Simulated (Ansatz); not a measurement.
`N[CH](O)[InH2]` + CH₄ → `C[CH](O)[InH2]` + NH₃ at 500 K and 1 bar (formal exchange of groups at a C–N bond).

Program: Ansatz. Geometries: PBE0-D4/def2-TZVP. ΔE: electronic, gas phase. CCSD(T)/CBS adds triple-zeta CCSD(T) − MP2 to the extrapolated MP2 energy (def2 sets, frozen cores). This one scheme is used for every species. def2 core potentials past Kr. For In outer-core shells are correlated without core-valence functions, which leaves a few kJ/mol of doubt a bond. One conformer a species, not always the lowest.

```json
{"species": "`N[CH](O)[InH2]`", "CCSD(T)/CBS energy (Eh)": "-361.29916", "H − E (kJ/mol)": "229.1", "S (J/(mol·K))": "411.4"}
{"species": "CH₄", "CCSD(T)/CBS energy (Eh)": "-40.46206", "H − E (kJ/mol)": "135.6", "S (J/(mol·K))": "206.8"}
{"species": "`C[CH](O)[InH2]`", "CCSD(T)/CBS energy (Eh)": "-345.25438", "H − E (kJ/mol)": "257.6", "S (J/(mol·K))": "418.9"}
{"species": "NH₃", "CCSD(T)/CBS energy (Eh)": "-56.50880", "H − E (kJ/mol)": "108.2", "S (J/(mol·K))": "211.8"}
```

H − E and S are ideal-gas, rigid-rotor, harmonic terms from PBE0-D4/def2-TZVP, for one conformer and one mirror image of each species. 1 Eh = 2625.50 kJ/mol, R = 8.31446 J/(mol·K).

Question: By hand: ΔE, ΔH, ΔS and ΔG.

Answer: ΔE = (-345.25438) + (-56.50880) − (-361.29916) − (-40.46206) = -0.00196 Eh = -5.1 kJ/mol. Δ(H − E) = 257.6 + 108.2 − 229.1 − 135.6 = 1.1, so ΔH = -4.0 kJ/mol. ΔS = 418.9 + 211.8 − 411.4 − 206.8 = 12.5 J/(mol·K). ΔG = -4.0 − 500 × (12.5)/1000 = -10.2 kJ/mol.

Question: By hand: the equilibrium constant, and the temperature at which ΔG would vanish if ΔH and ΔS stayed fixed.

Answer: log₁₀ K = −ΔG/(RT ln 10) = 1.1. ΔH and −TΔS have one sign here, so there is no such temperature. One of them is within its doubt of zero, so this could turn.

TΔS isn't small against ΔH here. A doubt of 5 kJ/mol in ΔE shifts log₁₀ K by 0.5 here. Other conformers and mirror images would add mixing entropy, several J/(mol·K) or more a flexible species. These are equilibria of isolated gas molecules and say nothing of rates. Largest T1 diagnostic: 0.013 (customary marks: 0.02 for closed shells, 0.045 for open ones).
